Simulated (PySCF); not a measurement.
SMILES CSc1ccc(SC)cc1, C8H10S2

Geometry (Å), atoms numbered from 1 in this order:
```xyz
20

C    -4.034   -0.001   -0.122
S    -2.899   -1.124   -0.948
C    -1.315   -0.473   -0.528
C    -1.098    0.642    0.291
C     0.194    1.076    0.564
C     1.310    0.415    0.033
S     2.896    1.059    0.453
C     4.024   -0.029   -0.426
C     1.093   -0.700   -0.785
C    -0.200   -1.133   -1.060
H    -3.913   -0.027    0.971
H    -5.041   -0.362   -0.373
H    -3.928    1.030   -0.489
H    -1.936    1.187    0.728
H     0.339    1.949    1.206
H     3.949   -1.068   -0.074
H     5.032    0.346   -0.201
H     3.868    0.013   -1.514
H     1.930   -1.246   -1.220
H    -0.345   -2.005   -1.703
```

Computed, not measured: quadratic response CAM-B3LYP/aug-cc-pVDZ first hyperpolarisability, Taylor convention, gas phase (PySCF 2.14.0). Geometry: PBE0-D3(BJ)/def2-SVP.

Question: What is the first hyperpolarisability, and how does it disperse?

Answer: In au, Taylor convention; the vector part is βᵢ = ⅓ Σⱼ (βᵢⱼⱼ + βⱼᵢⱼ + βⱼⱼᵢ); β∥ is 3/5 of the vector part along the dipole, the dipole points from − to +:
```
                   process  λ (nm)  β vector norm   β∥  β HRS  depolarisation ratio
           static β(0;0,0)       ∞            4.2  2.5    2.5                  2.45
second harmonic β(−2ω;ω,ω)    1907            4.6  2.7    2.8                  2.47
         Pockels β(−ω;ω,0)    1907            4.3  2.5      –                     –
second harmonic β(−2ω;ω,ω)    1064            5.7  3.3    3.5                  2.52
         Pockels β(−ω;ω,0)    1064            4.6  2.7      –                     –
```

Question: Which lowest excitations, dipole and polarisabilities go with it?

Answer: S1 4.43 eV (f = 0.028); S2 4.85 eV (f = 0.415); S3 4.89 eV (f = 0.014); dipole 0.05 D; isotropic α 145.4 au static, 146.1 au at 1907 nm, 147.7 au at 1064 nm, 148.3 au at 953.5 nm, 155.9 au at 532 nm.
